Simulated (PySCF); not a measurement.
# Radial density of Ga⁺ (gallium, charge +1)

LDA, [Ar] 3d10 4s2, closed-shell 1S. All numbers are calculated (PySCF 2.14, scalar relativity through the core potential, in cc-pVDZ-PP with ECP10MDF). This is the valence pseudo-density: the core potential removes the inner electrons and smooths the orbitals near the nucleus.

```
r (bohr)  4πr²ρ (e/bohr)
 0.00178       1.301e-05
 0.00300       3.644e-05
 0.00505       0.0001002
 0.00849       0.0002630
  0.0143       0.0006221
  0.0240        0.001324
  0.0404        0.004169
  0.0679         0.03648
   0.114          0.3942
   0.192           2.759
   0.323           12.94
   0.544           26.65
   0.915           13.38
    1.54           2.914
    2.59          0.8872
    4.35         0.06077
    7.32       0.0004506
```

Energies and moments cover only the electrons outside the core potential.
